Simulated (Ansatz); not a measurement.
Frontier orbitals of C₄H₇AlO₃ (`[CH3][Al-]1([OH])[O]C=CC=[O+]1`).

Z-matrix (Å, degrees):
```
C
Al 1 1.945
H 1 1.095 2 111.7
H 1 1.094 2 112.0 3 -120.1
H 1 1.095 2 111.7 3 119.8
O 2 1.843 1 111.6 3 67.4
O 2 1.709 1 123.0 3 -60.5
O 2 1.843 1 111.6 3 171.6
C 6 1.265 2 125.9 1 125.9
H 7 0.954 2 123.4 1 -0.4
C 8 1.265 2 125.9 1 -125.9
C 9 1.390 6 125.7 2 -6.5
H 9 1.095 6 115.8 2 174.2
H 11 1.095 8 115.8 2 -174.2
H 12 1.081 9 119.3 6 -179.8
```

Total charge 0; spin multiplicity 1. All single points use the PBE0-D4/def2-TZVP geometry. It is one conformer, not always the lowest. Basis def2-TZVPP, Ansatz 0.2.0.

A caution on the coupled-cluster cation, which keeps the state that its UHF reference found: spin contamination of the cation.

Orbital energies of one run (eV). Highest occupied ones, from the top: -8.60, -9.12, -9.82, -10.33, -10.78, -11.83, -11.86, -12.00, -13.17, -13.90, -14.31, -15.02, -15.18, -16.49. Empty: -1.24, 1.62, 1.97, 2.47, 2.74, 2.86.

Question: Which functional gave them?
A. PBE0
B. r2SCAN
C. revPBE
D. BHLYP

Answer: D. HOMO energies: BHLYP -8.60, revPBE -6.17, PBE0 -7.51, r2SCAN -6.50 eV.
